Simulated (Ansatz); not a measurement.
Mulliken charges of CH₅AlCl₂Se, SMILES `[CH3][Al-]([Cl])([Cl])[SeH2+]` from PBE/def2-TZVPP in Ansatz (PBE0-D4/def2-TZVP geometry).

```tsv
atom	x (Å)	y (Å)	z (Å)	charge (e)
C1	-1.342	-0.620	-0.016	-0.449
Al2	0.573	-0.786	-0.279	0.470
Cl3	1.721	-1.815	1.182	-0.276
Cl4	1.331	-0.868	-2.261	-0.276
Se5	1.573	1.608	0.266	0.059
H6	-1.832	-1.576	-0.224	0.108
H7	-1.589	-0.347	1.013	0.091
H8	-1.782	0.123	-0.687	0.091
H9	0.832	1.836	1.515	0.091
H10	0.599	2.393	-0.506	0.091
```

**Question.** By hand: the dipole of these point charges (1 e Å = 4.8032 D).

**Answer.** Σ q r = (-0.252, 0.939, 0.287) e Å, of length 1.014 e Å = 4.87 D.

**Question.** How does the dipole of the full density compare? (Best estimate.)

**Answer.** Computed: (-0.253, 0.915, 0.281) e Å, 4.76 D; the point charges give 1.02 times that, at 0° from its direction.

Point charges leave out the atoms' own dipoles, such as those of lone pairs, and Mulliken's split depends on the basis, so the close match here is no proof of good charges.
